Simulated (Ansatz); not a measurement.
OY, SMILES `[O]=[Y]` radical. Charge 0, multiplicity 2. Y takes the def2 core potential.

Z-matrix (Å, degrees):
```
O
Y 1 1.786
```

(1) What are the harmonic wavenumbers in cm⁻¹ at PBE0-D4/def2-TZVP (Ansatz, finite differences of forces, unscaled)? (Estimate.)

(2) Is this a minimum?

Answers

(1) Ansatz gave: 894.

(2) Yes, all 1 modes are real.
